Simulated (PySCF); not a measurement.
C₃H₆OSi, SMILES [SiH3][C@@H]1C=CO1.

Coordinates come from a PBE-D3(BJ)/def2-SVP optimisation. The structure was generated by enumeration; whether it is a known compound was not checked.

Method: TDA-M06-2X/def2-SVPD run with PySCF.

Vertical excitations. Gas-phase values at a fixed geometry.

Computed lowest excited states:
```
state  energy (eV)  λ (nm)      f                                                             main pairs
-----  -----------  ------  -----  ---------------------------------------------------------------------
S1            6.32     196  0.010                                     HOMO→LUMO+3 64 %, HOMO→LUMO+1 15 %
S2            6.53     190  0.028                                       HOMO→LUMO 54 %, HOMO→LUMO+1 28 %
S3            6.77     183  0.116                                       HOMO→LUMO+1 50 %, HOMO→LUMO 28 %
S4            6.96     178  0.019                                                       HOMO→LUMO+4 80 %
S5            7.40     168  0.000                                     HOMO→LUMO+2 48 %, HOMO→LUMO+5 29 %
S6            7.57     164  0.023                                     HOMO→LUMO+5 45 %, HOMO→LUMO+2 28 %
S7            7.69     161  0.109                HOMO−1→LUMO 35 %, HOMO−1→LUMO+1 18 %, HOMO−1→LUMO+2 9 %
S8            7.85     158  0.018                                                       HOMO→LUMO+6 83 %
S9            7.96     156  0.002                                 HOMO−1→LUMO+3 51 %, HOMO−1→LUMO+1 11 %
S10           8.10     153  0.005  HOMO→LUMO+8 39 %, HOMO→LUMO+7 22 %, HOMO−1→LUMO 10 %, HOMO→LUMO+5 7 %
T1            4.26     291      0                     HOMO→LUMO 44 %, HOMO→LUMO+1 26 %, HOMO→LUMO+2 16 %
T2            6.07     204      0                                                       HOMO→LUMO+3 64 %
T3            6.51     191      0                                       HOMO→LUMO+1 56 %, HOMO→LUMO 28 %
T4            6.94     179      0                                                       HOMO→LUMO+4 78 %
```
Triplets are in the Tamm–Dancoff approximation.
